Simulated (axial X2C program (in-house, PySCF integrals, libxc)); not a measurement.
## SnCN⁺: properties at the nuclei

Computed with an in-house all-electron X2C program for linear molecules (integrals from PySCF): two-component X2C with atomic mean-field Coulomb and Gaunt terms, Gaussian nuclei, basis Sn dyall-v3z, C dyall-v3z, N dyall-av3z with contracted cores.

Sn–C–N held linear, with bonds 2.116 and 1.160 Å (near the PBE0 minimum at charge 1 of the determinant lowest at the starting distance; the state shown can have its own minimum elsewhere, held linear; other orders of the atoms were not compared).

Determinant lowest in the PBE0 search, Ω = 0 (closed shell), highest spinor 34% N p, 22% Sn p, 18% C p:

```
level  qzz Sn (a.u.)  qzz C (a.u.)  qzz N (a.u.)
 PBE0          -8.35         -0.40         -1.37
   HF          -8.70         -0.46         -1.56
  PBE          -8.04         -0.40         -1.32
```

qzz is the electric field gradient, eQq0 = 234.96 MHz × Q/barn × qzz. The operators were transformed with the bare-nucleus X2C matrices; with these basis sets, hyperfine constants and field gradients can be off by tens of per cent, and where levels differ in sign neither size nor sign is settled.

With Q(14N) = 0.02044 barn (Q from Pyykkö, Mol. Phys. 2018), turn the PBE0 values of the first state into constants in MHz.

eQq0(14N) = 234.96 × (0.02044) × (-1.37) = -6.58 MHz.

The molecule was held linear; bending was not examined, so a bent shape may lie lower.

Each state is one determinant with collinear spin. The search compared states at one distance, so a state with another bond length can lie lower.
